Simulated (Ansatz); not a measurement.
Reaction (formal exchange of groups at the Al–C bond): `C[CH](C)[Al]([Cl])[Cl]` + `CCC(C)(C)C` → `C[CH2][Al]([Cl])[Cl]` + `CC(C)C(C)(C)C`

Calculated with Ansatz (gas phase, PBE0-D4/def2-TZVP geometries, no zero-point term in ΔE). CCSD(T)/CBS adds triple-zeta CCSD(T) − MP2 to the extrapolated MP2 energy (def2 sets, frozen cores). One conformer a species, not always the lowest.

```tsv
species	CCSD(T)/CBS(def2) energy (Eh)
`C[CH](C)[Al]([Cl])[Cl]`	-1280.09888
`CCC(C)(C)C`	-236.76806
`C[CH2][Al]([Cl])[Cl]`	-1240.84163
`CC(C)C(C)(C)C`	-276.02821
```

Work out ΔE.

ΔE = (-1240.84163) + (-276.02821) − (-1280.09888) − (-236.76806) = -0.00290 Eh = -1.8 kcal/mol.

Largest T1 diagnostic among the species: 0.009.

At CCSD(T), def2-SVP lies +0.8 kcal/mol from the extrapolated value and def2-TZVPP +0.1 kcal/mol. In def2-TZVPP, CCSD(T) changes the Hartree–Fock value by −1.8 kcal/mol (the triples alone add −0.2 kcal/mol) and MP2 by −2.0 kcal/mol.
